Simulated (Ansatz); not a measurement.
Basis-set extrapolation for FH8NSi3 (`F[SiH2]N([SiH3])[SiH3]`) (PBE0-D4/def2-TZVP geometry, frozen core, the Gaussian-basis code of Ansatz). Multiplicity 1, RHF reference.

```tsv
	def2-TZVPP	def2-QZVPP
HF	-1025.595709	-1025.631861
MP2 correlation	-0.835215	-0.902532
CCSD(T) correlation	-0.923464	not run
```

Energies in hartree. Use E(X) = E(∞) + A·exp(−7.88·√X) for Hartree–Fock and E(X) = E(∞) + B·X^(−2.97) for correlation, with X = 3 and 4, and add CCSD(T) minus MP2 of the smaller set to the MP2 limit.

Q: What is the CCSD(T) energy at the basis-set limit?

A: HF limit: -1025.631861 + (-0.036152) × 0.13774 = -1025.63684. MP2 limit: -0.902532 + (-0.067317) × 0.74074 = -0.95240. Higher-order term: -0.923464 − (-0.835215) = -0.08825. Total: -1026.67749 hartree, 99.3 kcal/mol below CCSD(T)/def2-TZVPP.
